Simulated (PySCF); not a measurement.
## SMILES C=Cc1cccc[cH+]c1, [C$_{9}$H$_{9}$]+, charge +1

Geometry:
| atom | x (Å) | y (Å) | z (Å) |
| --- | --- | --- | --- |
| C1 | -3.065 | 0.720 | 0.196 |
| C2 | -2.270 | -0.330 | -0.089 |
| C3 | -0.811 | -0.323 | -0.247 |
| C4 | -0.221 | -1.573 | -0.576 |
| C5 | 1.110 | -1.917 | -0.798 |
| C6 | 2.265 | -1.113 | -0.760 |
| C7 | 2.343 | 0.247 | -0.480 |
| C8 | 1.287 | 1.127 | -0.173 |
| C9 | -0.079 | 0.880 | -0.071 |
| H10 | -4.147 | 0.576 | 0.285 |
| H11 | -2.702 | 1.743 | 0.350 |
| H12 | -2.745 | -1.307 | -0.226 |
| H13 | -0.928 | -2.404 | -0.671 |
| H14 | 1.281 | -2.972 | -1.040 |
| H15 | 3.210 | -1.622 | -0.976 |
| H16 | 3.344 | 0.692 | -0.500 |
| H17 | 1.585 | 2.165 | 0.015 |
| H18 | -0.673 | 1.761 | 0.186 |

Total charge +1.

Method used: UKS B3LYP/def2-SV(P) four-point reorganisation energy, gas phase in PySCF 2.14.0. Geometry: B3LYP/def2-SV(P).

(1) What is the inner reorganisation energy for electron transfer, with the electron affinity?

Answers

(1) λ = 0.101 (surface of the reduced species) + 0.096 (surface of the starting species) = 0.197 eV. The electron affinity is 5.81 eV vertical and 5.91 eV adiabatic without zero-point energy; at the relaxed geometry of the reduced species the two energies differ by 6.01 eV. Largest bond changes: C7–C8 1.409 → 1.452 Å, C9–C3 1.419 → 1.455 Å, C5–C6 1.408 → 1.436 Å, C8–C9 1.391 → 1.364 Å, C6–C7 1.391 → 1.367 Å. ⟨S²⟩ of the relaxed reduced species 0.785.
